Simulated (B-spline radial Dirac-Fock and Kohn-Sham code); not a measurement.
**Satellites and hypersatellites of the K lines of K⁺**

System: potassium as K⁺ in the configuration [Ne] 3s2 3p6, inside a Watson sphere of charge -1 and radius 1.6 Å (a model of the Madelung potential; inside it an electron's potential energy is raised by 9.0 eV).

Method: Dirac-Fock energy differences between relaxed states, corrected for Breit and QED terms. Computed with a radial atomic solver. Each two-hole energy is an average over J within one jj subconfiguration, not an observable level; in light atoms, where LS coupling holds, the j-resolved values are not observed lines, and for a K spectator the Kα1 hypersatellite is nearly forbidden. Correlation energy is missing from these numbers.

Lines without a spectator: Kα2 (K-L2) 3311.0 eV, Kα1 (K-L3) 3313.8 eV, Kβ3 (K-M2) 3590.4 eV, Kβ1 (K-M3) 3590.7 eV. Shifts in eV with one spectator hole (a dash: not computed, or left out as unreliable):

```
spectator hole     Kα2     Kα1    Kβ3    Kβ1
    L2 (2p1/2)  +14.90  +18.53      –  +47.9
    L3 (2p3/2)  +17.81  +16.83  +47.2      –
    M2 (3p1/2)       –   +0.69  +3.70  +4.69
    M3 (3p3/2)   +0.64       –  +4.58  +4.29
```

Task: Where does the K-L3 hypersatellite lie, emitted when both K electrons are missing?

Result: +194.2 eV from the normal line, at 3508.0 eV. Removing both K electrons costs 7484.7 eV, which is 260.1 eV more than twice the K binding energy. In light atoms the observed hypersatellite is the ¹S₀ → ¹P₁ component, which lies below this average, and the triplet component is nearly forbidden.

With n spectator holes in 2p, averaged over the 2p shell (energies in eV):

```tsv
n	KαLⁿ	step	hypersatellite KαʰLⁿ
0	3312.8	–	3506.8
1	3330.2	+17.4	3525.6
2	3349.0	+18.8	3545.8
3	3369.2	+20.1	3567.2
4	3390.7	+21.5	3590.1
5	3413.5	+22.9	3614.2
```
